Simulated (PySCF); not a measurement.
Ga(Me)2(PH2) (C₂H₈GaP), SMILES [CH3][Ga]([CH3])[PH2].

Coordinates come from a B3LYP-D3(BJ)/def2-SVP optimisation. The structure was generated by enumeration; whether it is a known compound was not checked. One conformer was computed; it need not be the lowest.

These are TDA-LC-ωPBE/def2-SVPD (PySCF) values and carry that method's errors.

Vertical excitations. Gas-phase values at a fixed geometry.

Computed UV-visible absorptions:
```tsv
state	energy (eV)	λ (nm)	f	main pairs
S1	5.26	236	0.029	HOMO→LUMO 85 %
S2	5.86	212	0.001	HOMO−1→LUMO 93 %
S3	6.31	197	0.002	HOMO→LUMO+2 68 %, HOMO→LUMO+5 19 %
S4	6.45	192	0.135	HOMO→LUMO+1 74 %
S5	6.97	178	0.006	HOMO−2→LUMO 61 %, HOMO→LUMO+4 16 %
S6	7.47	166	0.339	HOMO→LUMO+4 34 %, HOMO→LUMO+3 23 %, HOMO−2→LUMO 16 %
S7	7.55	164	0.158	HOMO−1→LUMO+1 82 %
S8	7.88	157	0.060	HOMO−2→LUMO+1 33 %, HOMO→LUMO+3 15 %, HOMO→LUMO+4 10 %, HOMO−2→LUMO+4 8 %
S9	8.24	150	0.011	HOMO→LUMO+5 43 %, HOMO−2→LUMO+2 15 %, HOMO→LUMO+13 11 %, HOMO→LUMO+2 8 %
S10	8.39	148	0.225	HOMO−2→LUMO+1 34 %, HOMO→LUMO+6 17 %, HOMO→LUMO+3 16 %, HOMO−2→LUMO+3 8 %
T1	4.51	275	0	HOMO→LUMO 88 %
T2	5.45	228	0	HOMO−1→LUMO 90 %
T3	5.54	224	0	HOMO→LUMO+2 52 %, HOMO→LUMO+5 21 %, HOMO→LUMO+10 8 %
T4	5.91	210	0	HOMO→LUMO+4 53 %, HOMO→LUMO+1 18 %
```
Triplets are in the Tamm–Dancoff approximation.
